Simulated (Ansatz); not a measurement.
`CC1=[C]([AlH2])C1`, relaxed with RKS PBE0-D4/def2-TZVP in Ansatz 0.2.0 from a PBE-D4/def2-SVP geometry. The force threshold is 0.005 eV/Å; the program also tests the step.

The species carries charge 0 and has multiplicity 1.

Start:

```xyz
12

C     1.428    1.266   -0.450
C     0.565    0.229    0.144
C    -0.570   -0.464    0.124
Al   -2.272   -0.833   -0.698
C     0.457   -0.759    1.247
H     2.415    0.837   -0.726
H     1.641    2.064    0.294
H     0.972    1.726   -1.349
H    -2.693   -0.013   -2.007
H    -3.241   -1.941   -0.073
H     0.250   -0.414    2.282
H     1.049   -1.698    1.213
```

| step | energy (eV) | largest force (eV/Å) | largest move (Å) |
| --- | --- | --- | --- |
| 1 | -10850.0177 | 1.026 | 0.000 |
| 2 | -10850.0674 | 0.337 | 0.032 |
| 3 | -10850.0720 | 0.023 | 0.011 |
| 4 | -10850.0720 | 0.005 | 0.001 |

End:

```xyz
12

C     1.414    1.255   -0.447
C     0.557    0.224    0.144
C    -0.559   -0.457    0.126
Al   -2.245   -0.822   -0.690
C     0.455   -0.753    1.240
H     2.383    0.827   -0.723
H     1.621    2.040    0.287
H     0.958    1.704   -1.330
H    -2.661   -0.010   -1.988
H    -3.207   -1.920   -0.075
H     0.248   -0.413    2.255
H     1.036   -1.676    1.201
```

It took 13 s on 4 threads of an Arm Neoverse V2 on a shared host, with 0.51 GiB of host memory at the peak.
